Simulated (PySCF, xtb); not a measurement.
dimethyl carbonate (C₃H₆O₃), SMILES O(C)C(=O)OC.

Harmonic wavenumbers (cm⁻¹) from GFN2-xTB (xtb 6.7.1) at its own minimum, in rising order: 47, 57, 124, 203, 205, 312, 481, 667, 725, 932, 1009, 1121, 1123, 1125, 1139, 1173, 1210, 1387, 1389, 1440, 1441, 1462, 1463, 1806, 2976, 2977, 2987, 2988, 3047, 3047.

Task: What does PBE0-D3(BJ)/def2-SVP in PySCF give at its own minimum? (An estimate is asked for; the answer gives what the named calculation found.)

Result: 103, 113, 131, 209, 238, 350, 532, 718, 814, 968, 1072, 1178, 1182, 1195, 1202, 1259, 1376, 1453, 1458, 1459, 1472, 1480, 1502, 1894, 3066, 3067, 3162, 3162, 3204, 3204. Paired by order, the mean absolute difference is 72 cm⁻¹ and the zero-point energies are 57.3 and 60.4 kcal/mol.
